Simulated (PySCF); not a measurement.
## Dipole response of Tl⁺ (thallium, charge +1)

[Xe] 4f14 5d10 6s2, closed-shell 1S. Calculation: PySCF 2.14, in aug-cc-pwCVTZ-DK3 with one added diffuse shell each of s, d, f type (12s10p9d6f1g, 138 functions); scalar relativity by spin-free X2C-1e. Coupled (time-dependent) response in atomic units; α is the mean over directions.

| method | mean α (bohr³) | C₆ (like pair) | S(−4) |
| --- | --- | --- | --- |
| M06-2X | 20.31 | 161.4 | 125.6 |

S(−4) is the Cauchy moment in α(ω) = α(0) + S(−4) ω² + …

α(iu) at M06-2X:

```json
{"u (hartree)": "0", "α(iu) (bohr³)": "20.31"}
{"u (hartree)": "0.0500", "α(iu) (bohr³)": "20.00"}
{"u (hartree)": "0.100", "α(iu) (bohr³)": "19.15"}
{"u (hartree)": "0.200", "α(iu) (bohr³)": "16.55"}
{"u (hartree)": "0.300", "α(iu) (bohr³)": "13.84"}
{"u (hartree)": "0.500", "α(iu) (bohr³)": "9.836"}
{"u (hartree)": "0.750", "α(iu) (bohr³)": "6.983"}
{"u (hartree)": "1.00", "α(iu) (bohr³)": "5.321"}
{"u (hartree)": "1.50", "α(iu) (bohr³)": "3.472"}
{"u (hartree)": "2.00", "α(iu) (bohr³)": "2.468"}
{"u (hartree)": "3.00", "α(iu) (bohr³)": "1.433"}
{"u (hartree)": "5.00", "α(iu) (bohr³)": "0.6521"}
```

A single London oscillator, α(iu) = α/(1 + u²/ω²), gives C₆ = (3/4) ω α². Matching the computed C₆ needs ω = 4 × 161.4 / (3 × 20.31²) = 0.522 hartree.

For an ion, C₆ is the dispersion term alone; charge-induced terms of lower order in 1/R come first.

Spin-orbit coupling, which splits the p, d and f shells strongly at this Z, is absent.
